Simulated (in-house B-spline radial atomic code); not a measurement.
A radial electron density 4πr²n(r) was computed for an atom or ion in its tabulated ground configuration with an all-electron radial atomic-structure program (B-spline basis); method: Dirac-Hartree-Fock, average of configuration. Columns: r (bohr), 4πr²n(r) (electrons per bohr), bar.

```
 0.00158    1.351 #
 0.00197    2.005 ##
 0.00245    2.939 ##
 0.00305    4.278 ###
  0.0038    6.166 #####
 0.00473    8.751 #######
 0.00589    12.21 #########
 0.00734     16.7 #############
 0.00914    22.22 #################
  0.0114    28.65 ######################
  0.0142    35.41 ###########################
  0.0177    41.66 ################################
   0.022    46.15 ###################################
  0.0274    47.86 #####################################
  0.0341    46.37 ####################################
  0.0425    42.78 #################################
   0.053    39.91 ###############################
   0.066    41.05 ###############################
  0.0822    47.19 ####################################
   0.102    54.75 ##########################################
   0.127    57.44 ############################################
   0.159    50.81 #######################################
   0.198    39.46 ##############################
   0.246    33.28 #########################
   0.307     36.5 ############################
   0.382     41.5 ################################
   0.476    37.95 #############################
   0.593    25.74 ####################
   0.738    13.89 ###########
    0.92    8.426 ######
    1.15    7.515 ######
    1.43    6.585 #####
    1.78    4.322 ###
    2.21    2.128 ##
    2.76   0.9648 #
    3.43   0.6492 
    4.28   0.5327 
    5.33   0.3565 
    6.64   0.1683 
    8.27  0.05244 
    10.3 0.009918 
    12.8 0.001045 
      16 4.797e-05
```

Q: Which atom or ion is it?
A. Rb
B. Nb+
C. Sr+
D. Sr

A: D. The area under the curve, ∫4πr²n dr = ∫r·4πr²n d(ln r) on this logarithmic grid, is 38 electrons, which only this option has. The configuration is [Kr] 5s2.
